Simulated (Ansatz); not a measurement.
`[OH][GaH][GaH2]` + H₂O → `[OH][GaH2]` + `[OH][GaH2]` at 400 K and 1 bar (formal hydrolysis of a Ga–Ga bond).

Computed with Ansatz on PBE0-D4/def2-TZVP structures; ΔE is electronic, products minus reactants. CCSD(T)/CBS is the MP2 limit (def2-TZVPP, def2-QZVPP) plus CCSD(T) − MP2 in def2-TZVPP, frozen cores. This one scheme is used for every species. For Ga outer-core shells are correlated without core-valence functions, which leaves a few kJ/mol of doubt a bond. Scalar relativity is left out up to krypton. Each species was taken in one conformer, which may not be the lowest.

```csv
species,CCSD(T)/CBS energy (Eh),H − E (kJ/mol),S (J/(mol·K))
`[OH][GaH][GaH2]`,-3925.47057,117.7,369.2
H₂O,-76.37941,69.8,198.6
`[OH][GaH2]`,-2000.92981,89.0,281.3
`[OH][GaH2]`,-2000.92981,89.0,281.3
```

H − E and S are ideal-gas, rigid-rotor, harmonic terms from PBE0-D4/def2-TZVP, for one conformer and one mirror image of each species. 1 Eh = 2625.50 kJ/mol, R = 8.31446 J/(mol·K).

Problem. By hand: ΔE, ΔH, ΔS and ΔG.

Solution. ΔE = (-2000.92981) + (-2000.92981) − (-3925.47057) − (-76.37941) = -0.00964 Eh = -25.3 kJ/mol. Δ(H − E) = 89.0 + 89.0 − 117.7 − 69.8 = -9.5, so ΔH = -34.8 kJ/mol. ΔS = 281.3 + 281.3 − 369.2 − 198.6 = -5.2 J/(mol·K). ΔG = -34.8 − 400 × (-5.2)/1000 = -32.7 kJ/mol.

Problem. By hand: the equilibrium constant, and the temperature at which ΔG would vanish if ΔH and ΔS stayed fixed.

Solution. log₁₀ K = −ΔG/(RT ln 10) = 4.3. ΔG = 0 at ΔH/ΔS = 6692 K, far beyond where these terms or the molecules hold.

The number of gas molecules stays the same, so ΔS is small and ΔH decides. A doubt of 5 kJ/mol in ΔE shifts log₁₀ K by 0.7 here. Other conformers and mirror images would add mixing entropy, several J/(mol·K) or more a flexible species. These are equilibria of isolated gas molecules and say nothing of rates. Largest T1 diagnostic: 0.015 (customary marks: 0.02 for closed shells, 0.045 for open ones).
